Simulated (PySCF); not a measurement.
C3H10GaNO.
Structure used (PBE0-D3(BJ)/def2-SVP), in Å, numbered top down from 1:
```xyz
16
C3H10GaNO angstrom
C      2.6953   -0.2583   -0.7015
C      2.2421   -0.1443    0.7407
O      0.8663   -0.0229    0.9262
Ga    -0.4864    0.0363   -0.2368
N     -2.0564    0.1939    0.6463
C     -3.3796    0.2761    0.0872
H      2.4033    0.6298   -1.2857
H      3.7911   -0.3512   -0.7580
H      2.2573   -1.1439   -1.1906
H      2.7434    0.7273    1.2062
H      2.5996   -1.0314    1.2998
H     -0.3831   -0.0353   -1.7856
H     -2.0311    0.2359    1.6592
H     -4.0377   -0.5519    0.4132
H     -3.8971    1.2211    0.3402
H     -3.3333    0.2270   -1.0124
```

Method used: PBE0-D3(BJ)/def2-SVP geometry optimisation, gas phase in PySCF 2.14.0.

(1) Which atoms are bound to Ga4, and at what distances?

(2) List the angles at Ga4.

(3) What is the shape at Ga4?

(4) What are the other bond lengths?

(5) Give some angles away from the centre.

(6) What are the rotational constants (commonest isotopes, rigid rotor)?

Results:

(1) 3 atoms: H12 1.554 Å, O3 1.785 Å, N5 1.808 Å. The nearest atom not counted as bound is H13, at 2.45 Å.

(2) 
```json
{"angle": "O3–Ga4–H12", "degrees": "126.7", "distance of the outer atoms (Å)": "2.99"}
{"angle": "N5–Ga4–H12", "degrees": "123.3", "distance of the outer atoms (Å)": "2.96"}
{"angle": "O3–Ga4–N5", "degrees": "110.0", "distance of the outer atoms (Å)": "2.94"}
```

(3) Planar: angles 126.7°, 123.3° and 110.0°, sum 360.0°, 0.00 Å off the plane of its three neighbours.

(4) C1–C2 1.516 Å; C2–O3 1.394 Å; N5–C6 1.439 Å; C1–H7, C1–H8, C1–H9 1.102 Å; C2–H10, C2–H11 1.108 Å; N5–H13 1.014 Å; C6–H14, C6–H15, C6–H16 1.105 Å.

(5) C1–C2–O3 115.4°, C2–O3–Ga4 131.6°, Ga4–N5–C6 127.9°.

(6) A = 9277, B = 1096, C = 998.9 MHz: a near-prolate asymmetric top.

Point group: Cs (tolerance 0.08 Å). Charge 0, singlet. No frequency check.

The run took 79 s wall on one thread, x86-64 server, on a shared host. This is the geometry optimisation.

One conformer stands for the species.
